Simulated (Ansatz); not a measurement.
A structure relaxed at PBE0-D4/def2-TZVP, charge 0, multiplicity 1:

```xyz
10

C     1.3457   -0.9490   -0.4768
Al   -0.5378   -0.4852   -0.3908
C    -1.1571    1.1024    0.5991
Br    0.3289    2.0407    1.4563
H     1.7537   -1.0891    0.5294
H     1.9216   -0.1312   -0.9226
H     1.5354   -1.8561   -1.0543
H    -1.6813   -1.3353   -1.1010
H    -1.6486    1.8404   -0.0382
H    -1.8606    0.8625    1.3989
```

(1) Give its formula and SMILES.

(2) Point group (tolerance 0.08 Å, 0.16 Å for H)?

(3) Summarise the bond lengths by kind.

## Answers

(1) C2H6AlBr, `[CH3][AlH][CH2]Br`.

(2) Cs.

(3) 2 × Al–C 1.942 to 1.971 Å; 5 × C–H 1.092 to 1.095 Å; 1 × Al–H 1.592 Å; 1 × Br–C 1.955 Å.

All numbers were calculated with Ansatz.
